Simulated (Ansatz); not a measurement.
Two isomers of CH6F2O2Si2: A = `C[SiH](O)[Si](O)(F)F`, B = `O[SiH2]C[Si](O)(F)F`.

Calculated with Ansatz (gas phase, PBE0-D4/def2-TZVP geometries, no zero-point term in ΔE). CBS: MP2 limit from def2 TZ/QZ plus the TZ coupled-cluster correction, frozen cores. DFT in def2-TZVPP. B3LYP here is the variant with VWN-RPA as its local correlation; programs differ in this. Each species was taken in one conformer, which may not be the lowest.

Q: Which is lower in electronic energy at CCSD(T)/CBS, and by how much? (An estimate is asked.)

A: Computed: B, by 43.6 kJ/mol.

Q: Give E(B) − E(A) in kJ/mol with B3LYP, MP2/def2-TZVPP, PBE0-D4, CCSD/def2-TZVPP, CCSD(T)/def2-TZVPP, B3LYP-D4, PBE-D4. (Best estimate.)

A: Computed: B3LYP -32.6, MP2/def2-TZVPP -50.7, PBE0-D4 -34.2, CCSD/def2-TZVPP -45.7, CCSD(T)/def2-TZVPP -45.7, B3LYP-D4 -35.9, PBE-D4 -26.6. None reverses the order clearly.

Largest T1 diagnostic: 0.012.

The D4 term adds −3.3 kJ/mol with B3LYP and −1.5 kJ/mol with PBE0; it sums over pairs of atoms, weighted by their polarisabilities, and B3LYP, whose exchange is more repulsive, gets the larger term. From PBE to PBE0 (25 % exact exchange), in def2-TZVPP and without D4, E(B) − E(A) moves by −8.0 kJ/mol.
